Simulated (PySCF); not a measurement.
Calculated NMR parameters of FC1CCC2(CC1)CC2

```
Formula                               : C8H13F
SMILES                                : FC1CCC2(CC1)CC2
Point group of the computed structure : Cs
Degrees of unsaturation               : 2
Carbon signals                        : 6
Proton signals                        : 7
```

Atoms are numbered as in `[F:1][CH:2]1[CH2:3][CH2:4][C:5]2([CH2:6][CH2:7]1)[CH2:8][CH2:9]2` (H(Xn): hydrogen on atom n). Ha(C3), Ha(C4), Ha(C6), Ha(C7) are cis to F1 on the ring; Hb(C3), Hb(C4), Hb(C6), Hb(C7) are trans to F1 on the ring.

- NMR shieldings at PBE0/pcSseg-1/GIAO
- GFN2-xTB geometry
- code: PySCF 2.14
- averaged over atoms made equivalent by symmetry, fast rotation or ring inversion, no relativistic terms, in vacuum, single conformer

References, each an isolated molecule treated in the same way: 1H (31.72 ppm) and 13C (186.93 ppm) against TMS; 19F (170.95 ppm) vs CFCl3.

| carbon | δC, type | δH (multiplicity) | HMBC from (2–3 bonds) | span of the C tensor (ppm) |
| --- | --- | --- | --- | --- |
| C2 | 95.8, CH | 4.64 (m) | Hb(C3)/Hb(C7), Hb(C4)/Hb(C6), Ha(C3)/Ha(C7), Ha(C4)/Ha(C6) | 91 |
| C3/C7 | 36.2, CH2 | Hb(C3) 2.12 (m); Ha(C3) 1.70 (m) | H(C2), Hb(C3)/Hb(C7), Hb(C4)/Hb(C6), Ha(C3)/Ha(C7), Ha(C4)/Ha(C6) | 19 |
| C4/C6 | 36.6, CH2 | Hb(C4) 1.81 (m); Ha(C4) 0.83 (m) | H(C2), Hb(C3)/Hb(C7), Hb(C4)/Hb(C6), Ha(C3)/Ha(C7), Ha(C4)/Ha(C6), H(C9), H(C8) | 39 |
| C5 | 20.4, C | – | Hb(C3)/Hb(C7), Hb(C4)/Hb(C6), Ha(C3)/Ha(C7), Ha(C4)/Ha(C6), H(C9), H(C8) | 66 |
| C8 | 14.7, CH2 | 0.28 (m) | Hb(C4)/Hb(C6), Ha(C4)/Ha(C6), H(C9) | 70 |
| C9 | 14.0, CH2 | 0.33 (m) | Hb(C4)/Hb(C6), Ha(C4)/Ha(C6), H(C8) | 62 |

Other nuclei:
```tsv
atoms	nucleus	environment	δ (ppm)	σ (ppm)
F1	19F	fluorine on an sp3 carbon	-201.8	372.7
```

1. Carbon types of the structure: 1 × C, 1 × CH, 6 × CH2, which accounts for all hydrogens.
2. δC 95.8: sp3 CH bonded to F; pulled downfield by the heteroatom.
3. δC 36.6, 36.2: sp3 CH2 in a ring; a saturated carbon with 2 carbon neighbours and no heteroatom attached.
4. δC 20.4, 14.7, 14.0: three-membered-ring carbon; carbons of three-membered rings are unusually shielded.
5. δH 4.64: hydrogen on an sp3 CH bonded to F; its carbon carries F, an electronegative neighbour.
6. δH 0.33, 0.28: hydrogen on a three-membered-ring carbon; cyclopropane-type protons are shielded by the ring.

Splittings by 19F in the carbon and heteronuclear signals aren't shown, as no couplings were computed. Shifts are as computed. Against solution values, carbons near 30 ppm lie about +3 ppm off and those near 130 ppm about +5 ppm. Of 1211 compounds with measured shifts, 218 miss one by over three times the rms of a fit or turn the order of signals round; such compounds aren't used in these exercises. Unscaled 19F shifts against computed CFCl3 carry errors that often reach 10 to 50 ppm. Multiplicities follow the n + 1 count of equivalent neighbours, as no J values were calculated; m marks all less simple cases, F and P coupling included.
